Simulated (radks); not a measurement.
Results of a calculation; reference values are marked as such.
Ionisation of neutral nitrogen, [He] 2s2 2p3, to N+, [He] 2s2 2p2, under several functionals. Scalar-relativistic Kohn-Sham, spin-polarised, spherical densities, finite nucleus; open shells are filled with parallel spins first; a radial shooting solver on a logarithmic mesh with Libxc functionals.

functional	E(N) (hartree)	Exc (hartree)	IE (eV)	-e(HOMO) (eV)	<r> HOMO (bohr)	IE error (eV)
BLYP	-54.62531	-6.77552	14.729	8.077	1.433	+0.194
exchange-only PBE	-54.38985	-6.52492	14.277	7.740	1.444	-0.258
revPBE	-54.62337	-6.77326	14.865	8.257	1.434	+0.330
XLYP	-54.66684	-6.81899	14.766	8.112	1.434	+0.232
OLYP	-54.62804	-6.79002	14.828	8.160	1.424	+0.293
PBEsol	-54.35875	-6.49242	14.848	8.255	1.433	+0.313
LDA (Slater exchange, Perdew-Zunger correlation)	-54.16019	-6.27978	14.935	8.344	1.431	+0.401
RPBE	-54.64032	-6.79046	14.869	8.264	1.436	+0.335
exchange-only B88	-54.43300	-6.57352	14.291	7.739	1.438	-0.243
AM05	-54.24432	-6.37164	14.836	8.241	1.429	+0.302

NIST Atomic Spectra Database: 14.534 eV (measured). Closest: BLYP. The Delta-SCF values span 0.66 eV, the total energies 0.51 hartree. The highest occupied level is 2p. Open shells are spherical and high-spin; term and fine-structure splittings are not resolved.
